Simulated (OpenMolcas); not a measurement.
A run on V2+ among 4 point charges of -2 e arranged as a tetrahedron (Td), 1.83 Å from the ion.

* Program: OpenMolcas
* Method: SS-CASPT2, IPEA 0.25 Eh, imaginary shift 0.1 Eh (closed shells correlated: 3s 3p)
* Basis: ANO-RCC-VDZP [5s4p2d1f]
* Scalar Hamiltonian: DKH2, point nucleus
* Active space: 3 electrons in 5 orbitals (3d)
* State averaging: 2S+1 = 4 even, 10 roots; 2S+1 = 2 even, 40 roots
* Spin-orbit coupling: RASSI with atomic mean-field integrals over the reference wave functions

First CASPT2 step and the start of its output:

```
&CASPT2
Multistate=10 1 2 3 4 5 6 7 8 9 10
NoMult
Frozen=5
IPEA=0.25
Imaginary=0.1
MaxIter=60
WThr=0.0 0.3 0.05
PrWF=0.5
NoMix
```

```
--- CASPT2 ---
Orbital specifications:
      -----------------------

      Symmetry species                           1
                                                 a
      Frozen orbitals                            5
      Inactive orbitals                          4
      Active orbitals                            5
      Secondary orbitals                        20
      Deleted orbitals                           0
      Number of basis functions                 34
Type of calculation                        SS-CASPT2
      Fock operator                              state-specific
      IPEA shift                                 0.25
      Real shift                                 0.00
      Imaginary shift                            0.10
      The input orbitals will be transformed to quasi-canonical
Reference energy:        -952.1146581566
      E2 (Non-variational):      -0.2678531305
      Shift correction:          -0.0094681111
      E2 (Variational):          -0.2773212416
      Total energy:            -952.3919793983
      Residual norm:              0.0000009955
      Reference weight:           0.76482
      Contributions to the CASPT2 correlation energy
      Active & Virtual Only:         -0.0401897385
      One Inactive Excited:          -0.1021652201
      Two Inactive Excited:          -0.1254981719
Reference energy:        -952.1146581566
      E2 (Non-variational):      -0.2583809274
      Shift correction:          -0.0017878341
      E2 (Variational):          -0.2601687615
      Total energy:            -952.3748269181
      Residual norm:              0.0000007694
      Reference weight:           0.90497
      Contributions to the CASPT2 correlation energy
      Active & Virtual Only:         -0.0313654123
...
```

Over all roots the printed reference weights run from 0.21 to 0.91, and roots that are degenerate in the reference spread by up to 49000 cm-1.

Question: Did the run give usable levels, and if not, why?

Answer: No. The equations converged, but the reference weight falls to 0.21 for at least one root against 0.91 for the best. A drop of that size marks an intruder state, so the energies of such roots and the levels built on them can't be trusted.
